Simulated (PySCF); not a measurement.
## From computed data to an observable: oscillator strength and radiative lifetime

C₃H₅ClF₂, SMILES C(Cl)C(F)(C)F.

The structure is a stationary point at ωB97X-D3(BJ)/def2-SVP. The values are those of a single conformer.

TDDFT-LC-ωPBE/def2-SVPD in PySCF 2.14.0 puts the first singlet state with f over 0.02 at 9.19 eV (vertical), with the transition dipole (-0.189, -0.187, -0.160) in atomic units.

### Question
Find the oscillator strength, the wavelength and the radiative lifetime that this transition would have in vacuum if emission retraced absorption.

### Answer

|μ|² = 0.0963 au, so |μ| = 0.79 D. ΔE = 9.19/27.211 = 0.3377 hartree. f = (2/3) ΔE |μ|² = 0.022 (the program prints 0.022).
λ = 1239.84/9.19 = 135 nm; ν = 74122 cm⁻¹.
Einstein's coefficient A = 0.6670 ν² f s⁻¹ (ν in cm⁻¹) = 7.9e7 s⁻¹, so τ = 1/A = 13 ns. This state is S3; the lower singlets have f = 0.002, 0.002. The figure is the radiative limit of this one transition; relaxation, internal conversion, crossing to triplets and a medium change what is measured.
